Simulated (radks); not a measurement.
Question: Cr8+, 16 electrons, occupied as [Ne] 3s1 3p5 (not the ground configuration). Calculated with a radial shooting solver on a logarithmic mesh with Libxc functionals: scalar-relativistic Kohn-Sham, LDA (Slater exchange, Perdew-Wang correlation), spin-polarised, spherical densities, finite nucleus; open shells are filled with parallel spins first; Fermi nuclear charge, rms radius 3.6452 fm. Some entries of the table are withheld. Estimate them.

orbital  occ.  eigenvalue (eV)  r(max) (bohr)
1s up       1        -6049.957        0.04169
1s down     1        -6048.616        0.04169
2s up       1        -847.6580         0.2437
2s down     1        -846.3492         0.2438
2p up       3        -742.9257         0.1974
2p down     3        -741.5047         0.1975
3s up       1        -231.6999         0.7392
3s down     0        -227.4408         0.7398
3p up       3              (1)            (2)
3p down     2              (3)            (4)

Answer: 
(1) 3p up eigenvalue (eV): -201.5255
(2) 3p up r(max) (bohr): 0.7400
(3) 3p down eigenvalue (eV): -197.3836
(4) 3p down r(max) (bohr): 0.7410
